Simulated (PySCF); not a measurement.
## `InChI=1S/C4H4F3O/c1-4(6,7)3(5)2-8/h3H,1H3/q+1/t3-/m0/s1`, charge +1

Geometry (Å), atoms numbered from 1 in this order:
```xyz
12

C    -1.602    0.048   -0.170
C    -0.213    0.586   -0.006
F    -0.046    1.335    1.091
F     0.196    1.315   -1.046
C     0.871   -0.660    0.173
F     0.635   -1.585   -0.780
C     2.182   -0.137    0.119
O     3.165    0.383    0.072
H    -1.668   -0.603   -1.039
H    -2.263    0.904   -0.332
H    -1.929   -0.480    0.722
H     0.673   -1.106    1.170
```

Total charge +1.

Theory: PySCF 2.14.0, GIAO HF/pcSseg-1 magnetisability, rotational g tensor and spin-rotation constants, non-relativistic, gas phase. Geometry: GFN2-xTB.

For an ion the centre-of-mass motion in the field is neglected.

How diamagnetic is it, and how anisotropic?

Isotropic -990 × 10⁻³⁰ J/T², or -59.6 × 10⁻⁶ cm³/mol; principal values -1061, -980, -929 × 10⁻³⁰ J/T², anisotropy 116 × 10⁻³⁰ J/T² (root of half the summed squared differences of the principal values). The susceptibility is in cgs units.

Split it along the inertial axes a, b, c into diamagnetic and paramagnetic parts about the centre of mass, with the quadrupole moment.


| axis | χ (10⁻⁶ cm³/mol) | diamagnetic (10⁻⁶ cm³/mol) | paramagnetic (10⁻⁶ cm³/mol) | summed x² of all electrons (Å²) | quadrupole Θ (D Å) |
| --- | --- | --- | --- | --- | --- |
| a | -59.6 | -450.2 | 390.6 | 132.9 | +16.08 |
| b | -61.6 | -707.3 | 645.7 | 72.3 | -11.12 |
| c | -57.7 | -870.9 | 813.2 | 33.8 | -4.95 |

Anisotropies 2χaa − χbb − χcc = 0.0 and 2χbb − χaa − χcc = -5.9 × 10⁻⁶ cm³/mol. Θ is traceless in Buckingham's convention.

And the rotational g tensor?


| axis | rotational constant (GHz) | g | nuclear part | electronic part |
| --- | --- | --- | --- | --- |
| a | 2.8410 | -0.0183 | 0.5030 | -0.5213 |
| b | 1.7596 | +0.0035 | 0.5373 | -0.5337 |
| c | 1.3775 | -0.0021 | 0.5241 | -0.5262 |

Asymmetric top; isotopes 12C, 19F, 1H, 16O; no vibrational averaging.
